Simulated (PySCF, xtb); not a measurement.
Si(H)2(Me)(NHMe) (C₂H₉NSi), SMILES N([SiH2]C)C. The values are those of a single conformer.

Harmonic wavenumbers (cm⁻¹) from GFN2-xTB in xtb at its own minimum, in rising order: 85, 127, 154, 185, 319, 487, 528, 594, 701, 726, 785, 810, 829, 865, 1066, 1111, 1162, 1371, 1375, 1422, 1489, 1495, 1502, 1506, 2130, 2242, 2899, 2966, 3032, 3037, 3042, 3049, 3442.

### Question
What does B3LYP-D3(BJ)/def2-SVP run with PySCF give at its own minimum? (Estimate from the structure and the level; the computed values follow.)

### Answer
77, 116, 159, 204, 305, 434, 506, 663, 709, 748, 788, 878, 943, 970, 1098, 1140, 1152, 1269, 1397, 1432, 1438, 1455, 1469, 1496, 2147, 2215, 2964, 3029, 3043, 3091, 3116, 3127, 3590. Paired by order, the mean absolute difference is 42 cm⁻¹ and the zero-point energies are 66.5 and 67.4 kcal/mol.
